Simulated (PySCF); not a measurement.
C2H8N2, triplet, at the geometry of the source list (a higher spin typed on purpose: for a closed-shell molecule this is an excited state) (in this run its highest filled SCF level lies above zero, so its values depend strongly on the basis, on diffuse functions most of all). Base run: HF/6-31G (PySCF).

The PySCF input:
```python
from pyscf import gto, scf, solvent

mol = gto.M(
    atom='''
N     1.81920000    0.32880000   -0.24680000
C     0.59640000    0.05550000    0.48970000
C    -0.53300000   -0.29160000   -0.47890000
N    -1.74710000   -0.59020000    0.26320000
H     2.57510000    0.54150000    0.39640000
H     1.69300000    1.13770000   -0.85020000
H     0.26930000    0.89670000    1.12620000
H     0.77840000   -0.80250000    1.14040000
H    -0.25250000   -1.18330000   -1.04440000
H    -0.65050000    0.53860000   -1.19900000
H    -2.49040000   -0.86170000   -0.37030000
H    -2.05800000    0.23060000    0.77380000
''',
    basis='6-31g',
    spin=2,
    verbose=4,
)

mf = scf.UHF(mol)
mf.kernel()
```

Variants of this job, named by their change:

```
change                                                     ΔE vs base (kcal/mol)  dipole (D)
---------------------------------------------------------  ---------------------  ----------
base                                                                       0.000        1.13
model = IEF-PCM; solvent = 2-propanol                                      -2.56        1.69
model = C-PCM; solvent = chloroform                                        -2.14        1.56
model = ddCOSMO; solvent = chloroform                                      -1.29        1.43
model = IEF-PCM; solvent = chloroform; vdw_scale = 1.0                     -4.05        1.60
model = IEF-PCM; solvent = chloroform; lebedev_order = 11                  -1.85        1.45
model = IEF-PCM; solvent = chloroform; vdw_scale = 1.4                     -0.98        1.36
model = IEF-PCM; solvent = chloroform; r_probe = 0.5                       -0.64        1.30
model = IEF-PCM; solvent = chloroform; vdw_scale = 1.1                     -2.72        1.53
model = COSMO; solvent = chloroform                                        -1.91        1.49
model = SS(V)PE; solvent = chloroform                                      -1.86        1.45
model = IEF-PCM; solvent = acetonitrile                                    -2.68        1.74
```

The base is the gas phase, so ΔE is the electrostatic part of solvation at a fixed geometry, without cavity and dispersion terms.

Open shells are given as the SCF converged; they aren't shown to be the lowest states, and a large step between rows can be another state.
